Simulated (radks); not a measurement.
The numbers below are computed, except where a source is named.
All-electron atom: the rhenium ion Re+ in [Xe] 4f12.5 5d5.5 6s2 (fractional occupations, a model configuration).

Level of theory: Dirac Kohn-Sham, PBEsol, spin-unpolarised, spherical densities, point nucleus; open shells fill j = l - 1/2 first (a radial shooting solver on a logarithmic mesh with Libxc functionals).

Energy parts (eV):
part                       energy
total                  -454708.84
kinetic                 514355.84
electron-nucleus      -1136124.79
Hartree                 175950.41
exchange-correlation     -8890.30

Orbitals (lengths in bohr, moments of r in powers of bohr):
orbital  occ.  eigenvalue (eV)      <r>       <r^4>  small-component weight
1s1/2       2        -71562.84  0.01804   5.460e-07                8.02e-02
2s1/2       2        -12421.90  0.07560  0.00008129                1.82e-02
2p1/2       2        -11886.47  0.06248  0.00004885                1.83e-02
2p3/2       4        -10447.66  0.07055  0.00007202                1.65e-02
3s1/2       2        -2898.867   0.1970    0.002995                6.01e-03
3p1/2       2        -2660.093   0.1870    0.002638                5.96e-03
3p3/2       4        -2347.733   0.2020    0.003514                5.43e-03
3d3/2       4        -1946.868   0.1766    0.002375                5.31e-03
3d5/2       6        -1879.087   0.1811    0.002591                5.17e-03
4s1/2       2        -626.0764   0.4393     0.06890                2.01e-03
4p1/2       2        -526.4487   0.4436     0.07469                1.92e-03
4p3/2       4        -452.8119   0.4765     0.09908                1.72e-03
4d3/2       4        -289.2032   0.4898      0.1234                1.52e-03
4d5/2       6        -275.4989   0.5009      0.1347                1.47e-03
4f5/2       6         -68.9427   0.5548      0.3054                1.10e-03
4f7/2     6.5         -66.2830   0.5623      0.3236                1.08e-03
5s1/2       2        -101.8293    1.014       1.940                4.86e-04
5p1/2       2         -70.6854    1.103       2.859                4.10e-04
5p3/2       4         -58.6805    1.198       4.011                3.52e-04
5d3/2       4         -17.5321    1.648       18.40                1.89e-04
5d5/2     1.5         -16.3506    1.704       21.24                1.77e-04
6s1/2       2         -14.1007    2.711       104.2                7.07e-05

The highest occupied level is 6s1/2 at -14.101 eV. Summed over all electrons, <r^2> = 56.36 bohr^2, which gives a Langevin (diamagnetic) susceptibility term of -44.6 x 10^-6 cm^3/mol. The density falls to 0.001 e/bohr^3 at r = 4.27 bohr.
